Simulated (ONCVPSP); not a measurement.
**molybdenum (Mo), ONCV: configuration errors across variants**

Mo (Z = 42), optimised norm-conserving Vanderbilt (ONCV), made with ONCVPSP 4.0.1 (PBE, scalar-relativistic). Core [Ar] 3d10, reference 4s2 4p6 4d4 5s2. Waves: 4s+5s: rc 1.65 bohr, ncon 4, nbas 8, qcut 5.8 1/bohr, 2 projectors; 4p: rc 1.30 bohr, ncon 3, nbas 8, qcut 7.4 1/bohr, 2 projectors, debl 2.1 Ha; 4d: rc 2.10 bohr, ncon 3, nbas 8, qcut 7.8 1/bohr, 3 projectors, debl 0.6 Ha. Local part: polynomial inside 1.05 bohr (lpopt 5, dvloc0 6 Ha). Core correction: polynomial model core, fcfact 0.6.

All-electron excitation energies from the reference (eV): (1) 4s2 4p6 4d5 5s1 -0.198; (2) 4s2 4p6 4d5 5s0 6.692; (3) 4s2 4p6 4d4 5s0 22.154; (4) 4s2 4p6 4d4 5s1 5p1 3.541.

Errors AE − PS in meV (a dash: test not solved or not reliable):

```json
{"change": "base", "(1)": "-3.6", "(2)": "-8.5", "(3)": "-8.9", "(4)": "-1.1", "bound ghosts": "none", "GHOST(+) flags above zero": "s"}
{"change": "s: qcut 3.5", "(1)": "-5.3", "(2)": "-13", "(3)": "-13", "(4)": "-1.7", "bound ghosts": "none", "GHOST(+) flags above zero": "s"}
{"change": "s: qcut 4.2", "(1)": "-5.1", "(2)": "-13", "(3)": "-12", "(4)": "-1.6", "bound ghosts": "none", "GHOST(+) flags above zero": "s"}
{"change": "s: qcut 4.8", "(1)": "-4.7", "(2)": "-11", "(3)": "-11", "(4)": "-1.4", "bound ghosts": "none", "GHOST(+) flags above zero": "s"}
{"change": "s: qcut 5.6", "(1)": "-3.8", "(2)": "-9.1", "(3)": "-9.3", "(4)": "-1.2", "bound ghosts": "none", "GHOST(+) flags above zero": "s"}
{"change": "s: qcut 6.4", "(1)": "-3.1", "(2)": "-7.0", "(3)": "-7.8", "(4)": "-0.9", "bound ghosts": "none", "GHOST(+) flags above zero": "none"}
{"change": "s: qcut 7.3", "(1)": "-2.4", "(2)": "-5.2", "(3)": "-6.4", "(4)": "-0.7", "bound ghosts": "none", "GHOST(+) flags above zero": "s"}
{"change": "s: qcut 7.7", "(1)": "-2.2", "(2)": "-4.6", "(3)": "-6.0", "(4)": "-0.7", "bound ghosts": "none", "GHOST(+) flags above zero": "s"}
```

Q: Give the same row for: s: qcut 8.6.

A: -1.8, -3.5, -5.2, -0.6; bound ghosts: none; GHOST(+) flags above zero: s.
